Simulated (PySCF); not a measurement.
# Working out the ionisation energy of Zn²⁺

Zn²⁺ [Ar] 3d10 (1S) → Zn³⁺ [Ar] 3d9 (2D). Computed with PySCF 2.14 in ANO-RCC-VTZP (6s5p3d2f1g, 59 functions), with the spin-free X2C one-electron Hamiltonian (Gaussian nucleus). Frozen: [Ne]. Energies in hartree (1 hartree = 27.21139 eV):

| part | Zn²⁺ (lower) | Zn³⁺ (upper) |
| --- | --- | --- |
| UHF | -1793.359904 | -1792.000519 |
| MP2 opposite-spin | -0.489870 | -0.408365 |
| MP2 same-spin | -0.259145 | -0.207963 |

Q: What does Hartree-Fock give?

A: (-1792.000519) − (-1793.359904) = 1.359385 hartree = 36.991 eV.

Q: What do MP2 and SCS-MP2 (6/5 opposite-spin, 1/3 same-spin) give?

A: The opposite-spin parts differ by 2.218 eV and the same-spin parts by 1.393 eV. MP2: 36.991 + (2.218) + (1.393) = 40.602 eV. SCS-MP2: 36.991 + 1.2 × (2.218) + (1.393)/3 = 40.117 eV.

A first-order spin-orbit estimate adds -0.151 eV to MP2 (valence and next inner shell), giving 40.451 eV against 39.723 eV (measured; NIST Atomic Spectra Database, ionization energies).

What remains against the reference includes basis incompleteness, the frozen core and correlation beyond second order.
